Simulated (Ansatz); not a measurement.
Cartesian coordinates in Å:
```
C 0.938 -0.846 -0.896
C 0.269 -0.345 0.151
Al -0.957 1.129 -0.157
S 0.512 -1.021 1.754
H 0.791 -0.431 -1.889
H 1.646 -1.669 -0.822
H -1.113 1.671 -1.637
H -1.750 1.731 1.079
H -0.337 -0.219 2.416
```

The species carries charge 0 and has multiplicity 1.

Task: List the PBE/def2-TZVPP orbital energies in eV (Ansatz). (An estimate is asked.)

Result: Ansatz gave: Occupied: -2396.06, -1506.73, -269.62, -269.13, -208.98, -155.15, -155.05, -154.89, -107.01, -69.15, -68.88, -68.87, -20.02, -17.62, -13.36, -11.85, -10.27, -9.55, -9.18, -8.20, -7.38, -6.84, -5.52. Lowest empty: -2.61, -0.80, -0.75, 0.14, 0.48, 0.86, 1.43, 2.42.
